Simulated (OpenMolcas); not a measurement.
**Ge²⁺: effect of the active space**

* Program: OpenMolcas
* Method: SS-CASPT2 or its RAS form, IPEA 0.25 Eh, imaginary shift 0.1 Eh
* Basis: ANO-RCC-VQZP
* Scalar Hamiltonian: DKH2, point nucleus
* Spin-orbit coupling: RASSI with atomic mean-field integrals over the reference wave functions, term energies averaged over their components

A. 2 electrons in 4 orbitals (4s 4p); 2S+1 = 3 even, 3 roots; 2S+1 = 1 even, 7 roots; 2S+1 = 3 odd, 3 roots; 2S+1 = 1 odd, 3 roots; closed shells correlated: 3d; CASPT2 step about 3 core-seconds
B. 2 electrons in 8 orbitals (4s 4p 5s 5p); 2S+1 = 3 even, 3 roots; 2S+1 = 1 even, 7 roots; 2S+1 = 3 odd, 3 roots; 2S+1 = 1 odd, 3 roots; closed shells correlated: 3d; CASPT2 step about 6 core-seconds
C. 2 electrons in 9 orbitals (RAS2 4s 4p; RAS3 4d, at most 2 electrons); 2S+1 = 3 even, 3 roots; 2S+1 = 1 even, 7 roots; 2S+1 = 3 odd, 3 roots; 2S+1 = 1 odd, 3 roots; closed shells correlated: 3d; CASPT2 step of the order of 8 core-seconds

Energies in cm⁻¹ above 4s² ¹S₀, the measured ground level; measured values from Sugar and Musgrove, J. Phys. Chem. Ref. Data 22, 1213 (1993).

```tsv
Level	A	B	C	Measured
4s² ¹S₀	0.0	0.0	0.0	0.0
4s 4p ³P°₀	60600	60740	60870	61734
4s 4p ³P°₁	61260	61410	61530	62500
4s 4p ³P°₂	62660	62800	62920	64144
4s 4p ¹P°₁	92080	91980	91450	91873
```

Deviations, from unrounded energies. A percentage is the sum of absolute deviations over the sum of measured energies, with the sign that they share, or ± where signs differ.

```json
{"Against measurement": "mean absolute deviation (cm-1)", "Levels": "4", "A": "1000", "B": "880", "C": "870"}
{"Against measurement": "other configurations (%)", "Levels": "4", "A": "±1.5", "B": "±1.3", "C": "-1.2"}
```

B, C lie about equally close to measurement and A furthest from it. The largest miss of C in the table is 4s 4p ³P°₂, by -1200 cm-1. The ranking rests on the paired levels alone, and a cruder setting can come out closer through cancelling errors.

Among A to C the level of the table that moves most is 4s 4p ¹P°₁, by 630 cm-1 (lowest in C, highest in A). Moves below CASPT2's spread within the term are not significant.

Over all roots computed the reference weight is 0.91 to 0.96 in A, 0.89 to 0.96 in B; the roots of lowest weight are the least certain, and an intruder state may touch them. The run also gave levels led by 4s 5s, which use shells meant for correlation; these and all levels above them are left out (holds for B). Active for correlation alone: 4d; no level in the range computed is led by a configuration that fills it, so any true level of that kind is missing (holds for C). Computed and measured levels are paired by configuration, term and J; levels that our copy of the source lacks, or whose pairing is in doubt (as where it misses far off the trend of its configuration), stay unpaired and out of the deviations. Levels of configurations outside the active space are missing. Levels that lie high or do not pair safely by name in every column are left out.

° marks odd parity.
